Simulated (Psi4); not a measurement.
Here is a job for Psi4.
```
memory 2 GB

molecule {
0 3
  Te   -0.00170000    0.78910000    0.00000000
  H    -1.13910000   -0.39800000    0.00000000
  H     1.14080000   -0.39100000    0.00000000
}

set basis def2-svp
set reference rohf

energy('scf')
print_variables()
```

What does this run give for the nuclear repulsion energy, total energy, number of basis functions, dipole moment?


```yaml
nuclear_repulsion_energy: 15.6892 Eh
total_energy: -268.0028 Eh
number_of_basis_functions: 36
dipole_moment: 0.09 D
```

These values belong to the state on which the SCF converged, which isn't shown to be the lowest.
